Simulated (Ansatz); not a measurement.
Reaction: CHNO (isocyanic acid, SMILES N=C=O) → NCO (SMILES O=C=[N], doublet) + H (doublet) (the H-N bond breaks)
Each species at its own B3LYP-D3(BJ)/def2-TZVP minimum (Ansatz, an electronic-structure program).

Total energies in hartree (Ansatz). Open shells are spin-unrestricted; no spin-orbit coupling. Correlated methods leave the cores frozen. No relativity. Where a partner has so few electrons that a lower coupled-cluster level is exact, that level stands in. The UHF reference of CNO ([N]=C=O, doublet) is spin-contaminated (<S^2> up to 0.10 over the pure value in the sets run).

```csv
species,HF/cc-pVTZ,CCSD(T)/cc-pVTZ,HF/cc-pVQZ,CCSD(T)/cc-pVQZ,CCSDT(Q)/cc-pVTZ
"1: CHNO (isocyanic acid, SMILES C(=N)=O)",-167.82934,-168.43244,-167.84220,-168.48394,-168.43434
"2: NCO (SMILES [N]=C=O, doublet)",-167.19057,-167.75065,-167.20264,-167.79891,-167.75362
3: H (doublet),-0.49981,-0.49981,-0.49995,-0.49995,-0.49981
```

Q: Work out the bond dissociation energy (electronic) in kcal/mol: take Hartree-Fock from cc-pVQZ, extrapolate the CCSD(T) correlation energy as X^-3 (X = 3, 4), and add CCSDT(Q) - CCSD(T) in cc-pVTZ. 1 hartree = 627.51 kcal/mol.

A: 
Species 1: correlation (64·(-0.64174) - 27·(-0.60310))/37 = -0.66994; step -0.00190; E1 = -167.84220 + (-0.66994) + (-0.00190) = -168.51404
Species 2: correlation (64·(-0.59627) - 27·(-0.56008))/37 = -0.62268; step -0.00297; E2 = -167.20264 + (-0.62268) + (-0.00297) = -167.82829
Species 3: correlation (64·(0.00000) - 27·(0.00000))/37 = 0.00000; step +0.00000; E3 = -0.49995 + (0.00000) + (+0.00000) = -0.49995
-1·E1 +1·E2 +1·E3 = 0.18580 hartree = 116.6 kcal/mol.
